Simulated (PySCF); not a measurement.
Dipole response of Ge²⁺ (germanium, charge +2)

[Ar] 3d9 4s2 4p1, one real determinant (an excited configuration). All numbers are calculated (PySCF 2.14, scalar relativity through the core potential, in aug-cc-pwCVTZ-PP with ECP10MDF (8s7p6d4f1g, 96 functions)). Coupled (time-dependent) response in atomic units; α is the mean over directions.

```
 method  mean α (bohr³)         α xx, yy, zz  C₆ (like pair)  S(−4)
wB97M-V           10.80  10.80, 10.80, 10.81           48.47  41.75
```

S(−4) is the Cauchy moment in α(ω) = α(0) + S(−4) ω² + …

Spin-orbit coupling is absent.

α(iu) at wB97M-V:

| u (hartree) | α(iu) (bohr³) |
| --- | --- |
| 0 | 10.80 |
| 0.0500 | 10.70 |
| 0.100 | 10.40 |
| 0.200 | 9.377 |
| 0.300 | 8.086 |
| 0.500 | 5.712 |
| 0.750 | 3.765 |
| 1.00 | 2.651 |
| 1.50 | 1.566 |
| 2.00 | 1.078 |
| 3.00 | 0.6451 |
| 5.00 | 0.3366 |

A single London oscillator, α(iu) = α/(1 + u²/ω²), gives C₆ = (3/4) ω α². Matching the computed C₆ needs ω = 4 × 48.47 / (3 × 10.80²) = 0.554 hartree.

For an ion, C₆ is the dispersion term alone; charge-induced terms of lower order in 1/R come first.

The components differ because the open shell of this determinant is not spherical; for a pure term their mean is the scalar polarisability.

⟨L²⟩ = 8.01 against 12 for a pure F term, so this real determinant mixes terms. Energies and moments cover only the electrons outside the core potential.
